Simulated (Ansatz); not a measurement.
`[CH3][Al-]([CH3])([OH])[SH2+]` → Al• + 2 C• + 9 H• + O• + S•  (atomization)

Gas-phase electronic energies from Ansatz, PBE0-D4/def2-TZVP geometries. CCSD(T)/CBS is the MP2 limit (def2-TZVPP, def2-QZVPP) plus CCSD(T) − MP2 in def2-TZVPP, frozen cores. This one scheme is used for every species, atoms too. For atomizations the MP2-based limit and the directly extrapolated one differ by several kJ/mol either way, and by 10 to 25 for some Ge, Se and Sn compounds, so smaller differences from it don't rank the levels. DFT in def2-TZVPP. B3LYP here is the variant with VWN-RPA as its local correlation; programs differ in this. No spin–orbit coupling; open shells (•) take unrestricted orbitals. Spin–orbit coupling would lower the free atoms: a little for Al, C, O, S. Each species was taken in one conformer, which may not be the lowest.

`[CH3][Al-]([CH3])([OH])[SH2+]`:

Cartesian coordinates in Å:
```
C -0.239 -1.927 0.515
Al 0.272 -0.036 0.398
C -1.044 1.405 0.570
O 1.893 0.425 0.775
S 0.739 0.164 -2.177
H -0.450 -2.213 1.551
H -1.147 -2.142 -0.058
H 0.544 -2.601 0.151
H -0.634 2.378 0.281
H -1.375 1.502 1.610
H -1.944 1.228 -0.029
H 2.553 -0.224 1.008
H 1.266 1.385 -1.987
H -0.434 0.658 -2.610
```

```
  level  ΔE (kJ/mol)
ωB97X-V       4895.7
   PBE0       4841.3
  B3LYP       4836.2
  BHLYP       4732.0
```

Question: What does CCSD(T)/CBS give? (An estimate is asked.)

Answer: Computed: +4904.0 kJ/mol. The listed levels differ from it by -8.3, -62.7, -67.8, -172.0 kJ/mol.

Largest T1 diagnostic among the species: 0.018.

The D4 term adds +44.7 kJ/mol with B3LYP and +24.2 kJ/mol with PBE0; it sums over pairs of atoms, weighted by their polarisabilities, and B3LYP, whose exchange is more repulsive, gets the larger term. From PBE to PBE0 (25 % exact exchange), in def2-TZVPP and without D4, ΔE moves by −57.6 kJ/mol: exact exchange takes away binding that semilocal exchange gives to molecules.
